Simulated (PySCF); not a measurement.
From computed data to an observable: oscillator strength and radiative lifetime

CH5F3Si2, SMILES F[Si@H]([SiH](F)F)C.

The structure is a stationary point at PBE-D3(BJ)/def2-SVP. The structure was generated by enumeration; whether it is a known compound was not checked. Other conformers were not sampled.

PySCF 2.14.0 with TDDFT-PBE/def2-SVPD puts the first singlet state with f over 0.02 at 6.12 eV (vertical), with the transition dipole (-0.114, 0.355, 0.240) in atomic units.

Problem. Find the oscillator strength, the wavelength and the radiative lifetime that this transition would have in vacuum if emission retraced absorption.

Solution. 
|μ|² = 0.1966 au, so |μ| = 1.13 D. ΔE = 6.12/27.211 = 0.2249 hartree. f = (2/3) ΔE |μ|² = 0.029 (the program prints 0.029).
λ = 1239.84/6.12 = 203 nm; ν = 49361 cm⁻¹.
Einstein's coefficient A = 0.6670 ν² f s⁻¹ (ν in cm⁻¹) = 4.8e7 s⁻¹, so τ = 1/A = 21 ns. This state is S2; the lower singlet has f = 0.018. The figure is the radiative limit of this one transition; relaxation, internal conversion, crossing to triplets and a medium change what is measured.
